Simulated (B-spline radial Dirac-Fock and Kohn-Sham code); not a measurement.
# Dipole and non-dipole photoemission parameters of Ga⁺ 3d5/2

System: the Ga⁺ ion in the configuration 1s2 2s2 2p6 3s2 3p6 3d10 4s2; threshold 35.05 eV (orbital energy of the model). Method: Dirac-Hartree-Slater photoionisation with a Latter tail; cross sections with all multipoles, angular parameters from the dipole term and its interference with E2. Computed with a radial B-spline solver.

For linearly polarised light dσ/dΩ = σ/(4π) [1 + β P₂(cos θ) + (δ + γ cos²θ) sin θ cos φ], with θ from the polarisation vector and φ the angle between the beam and the projection of the electron momentum on the plane normal to the polarisation.

```
hν (eV)   σ (kb)       β       γ      δ
     60     4470  -0.012  -0.008  0.010
   74.3     5150   0.184  -0.005  0.012
   85.6     5200   0.315  -0.003  0.013
    150     3430   0.763   0.015  0.019
    200     2240   0.940   0.030  0.022
    252     1440   1.052   0.050  0.025
    262     1330   1.068   0.055  0.026
    300      991   1.117   0.071  0.028
    316      880   1.133   0.078  0.029
    328      806   1.144   0.084  0.030
    400      493   1.188   0.119  0.034
    431      406   1.200   0.135  0.035
    533      227   1.215   0.187  0.041
    609      155   1.214   0.226  0.044
   1030     30.3   1.130   0.413  0.067
   1410     10.5   1.035   0.538  0.088
 1486.9     8.78   1.017   0.559  0.093
   2400     1.57   0.838   0.740  0.144
   2620     1.13   0.805   0.771  0.157
   2970    0.705   0.758   0.814  0.176
 2984.4    0.692   0.756   0.816  0.177
   4280    0.171   0.629   0.936  0.244
   6600   0.0294   0.492   1.063  0.354
   6820        ?       ?       ?      ?
   8330   0.0110   0.425   1.110  0.427
  12000  0.00230   0.332   1.151  0.565
  12400  0.00200   0.324   1.152  0.579
  12600  0.00186   0.321   1.153  0.586
  12700  0.00180   0.319   1.154  0.589
```

Question: Give the values at 6820 eV.

Answer: σ = 0.0256 kb, β = 0.482, γ = 1.070, δ = 0.364.
